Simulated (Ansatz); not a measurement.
The same ligand exchange along the group Ti, Zr, Hf.

Gas-phase electronic energies from Ansatz, PBE0-D4/def2-TZVP geometries. CCSD(T)/CBS is the MP2 limit (def2-TZVPP, def2-QZVPP) plus CCSD(T) − MP2 in def2-TZVPP, frozen cores. This one scheme is used for every species. Functionals use def2-TZVPP. Elements past krypton have def2 core potentials. For Hf, Ti, Zr outer-core shells are correlated without core-valence functions, which leaves a few kJ/mol of doubt a bond. Scalar relativity is left out up to krypton. One conformer a species, not always the lowest.

| reaction | ωB97M-V (kJ/mol) | HF/CBS(def2) (kJ/mol) |
| --- | --- | --- |
| `[SH][Ti]([SH])([SH])[Cl]` + HCl → `[SH][Ti]([SH])([Cl])[Cl]` + H₂S | -56 | -71 |
| `[SH][Zr]([SH])([SH])[Cl]` + HCl → `[SH][Zr]([SH])([Cl])[Cl]` + H₂S | -69 | -82 |
| `[SH][Hf]([SH])([SH])[Cl]` + HCl → `[SH][Hf]([SH])([Cl])[Cl]` + H₂S | -70 | -83 |

(1) Give the CCSD(T)/CBS values in the same order. (Estimate.)

Largest T1 diagnostic: 0.028, for `[SH][Ti]([SH])([SH])[Cl]`, so its coupled-cluster energy is less sure.

## Answers

(1) Ansatz gave: -52, -65, -66 kJ/mol.
